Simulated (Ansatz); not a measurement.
Reactions of `C[N](C)[AlH][F]`.

Computed with Ansatz on PBE0-D4/def2-TZVP structures; ΔE is electronic, products minus reactants. CBS: MP2 limit from def2 TZ/QZ plus the TZ coupled-cluster correction, frozen cores. This one scheme is used for every species. Functionals use def2-TZVPP. def2 core potentials past Kr. For Ge, K, Sn outer-core shells are correlated without core-valence functions, which leaves a few kJ/mol of doubt a bond. Scalar relativity is left out up to krypton. One conformer a species, not always the lowest.

```json
{"reaction": "`C[N](C)[AlH][F]` + `[SH][K]` → `C[S][K]` + `C[NH][AlH][F]`", "B2PLYP (kJ/mol)": "13", "CCSD(T)/CBS(def2) (kJ/mol)": "14"}
{"reaction": "`C[N](C)[AlH][F]` + CH₃SH → `C[S][AlH][F]` + dimethylamine", "B2PLYP (kJ/mol)": "-12", "CCSD(T)/CBS(def2) (kJ/mol)": "-14"}
{"reaction": "`C[N](C)[AlH][F]` + `CC(C)[O][Sn][F]` → `CC(C)[O][AlH][F]` + `C[N](C)[Sn][F]`", "B2PLYP (kJ/mol)": "-25", "CCSD(T)/CBS(def2) (kJ/mol)": "-24"}
{"reaction": "`C[N](C)[AlH][F]` + `C[O][Ge][SH]` → `C[O][Ge][S]C` + `C[NH][AlH][F]`", "B2PLYP (kJ/mol)": "-18", "CCSD(T)/CBS(def2) (kJ/mol)": "-19"}
{"reaction": "`C[N](C)[AlH][F]` + `C[S][Sn][OH]` → `C[O][Sn][S]C` + `C[NH][AlH][F]`", "B2PLYP (kJ/mol)": "37", "CCSD(T)/CBS(def2) (kJ/mol)": "38"}
```

Largest T1 diagnostic: 0.017, for `C[N](C)[Sn][F]`.
